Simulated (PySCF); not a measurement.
**C₆ coefficients of unlike pairs at UHF**

Calculated with PySCF 2.14 from the dipole response of each species, C₆(A,B) = (3/π) ∫ α_A(iu) α_B(iu) du, in atomic units, from isotropic polarisabilities. For ions this is the dispersion term alone; charge-induced terms of lower order in 1/R come first.

| species | configuration | basis | relativity | α (bohr³) | C₆ (like pair) |
| --- | --- | --- | --- | --- | --- |
| S³⁺ | [Ne] 3s2 3p1 (2P) | aug-cc-pV(T+d)Z with one added diffuse shell each of s, p, d, f type (7s6p5d3f) | none | 5.580 | 15.09 |
| Mo³⁺ | [Kr] 4d3 (4F) | aug-cc-pwCVDZ-PP with ECP28MDF (6s6p5d3f) | core potential | 5.420 | 23.89 |
| Xe | [Xe] (1S) | aug-cc-pVTZ-PP with one added diffuse shell each of d, f type with ECP28MDF (6s5p5d3f) | core potential | 26.73 | 278.3 |
| Cr | [Ar] 3d5 4s1 (7S) | aug-cc-pVTZ (8s7p5d3f2g) | none | 112.6 | 1033 |

(1) Estimate C₆ for Mo³⁺ with S³⁺.

No spin-orbit coupling is included.

The other pairs:

| pair | C₆ |
| --- | --- |
| Cr, Xe | 432.9 |
| Xe, Mo³⁺ | 76.44 |
| Xe, S³⁺ | 64.51 |
| Cr, Mo³⁺ | 102.1 |
| Cr, S³⁺ | 95.32 |

Answers

(1) The integral gives 18.29. The combination rule 2 C_A C_B / (C_A α_B/α_A + C_B α_A/α_B) gives 18.37 and the geometric mean 18.99.
